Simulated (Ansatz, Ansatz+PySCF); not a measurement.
| atom | x (Å) | y (Å) | z (Å) |
| --- | --- | --- | --- |
| Li | 0.0241 | 0.0435 | -0.9391 |
| C | -0.0016 | 0.0254 | 0.9774 |

Basis set: def2-SVP (spherical functions). Left uncorrelated: 1 orbital. Charge 0, multiplicity 4.

Computed with Ansatz (development build ahead of 0.2.0); each method stands on the lowest determinant of its kind that the runs found.

The atomization energy at this shape (free ground-state atoms in the same class of orbitals less the molecule, no zero-point energy) of quartet LiC:

| method | atomization energy |
| --- | --- |
| UHF-CCSD(T) | 2.34 eV |
| ROHF | 2.09 eV |
| UHF | 2.03 eV |

What does UHF-MP2 give?

2.44 eV.
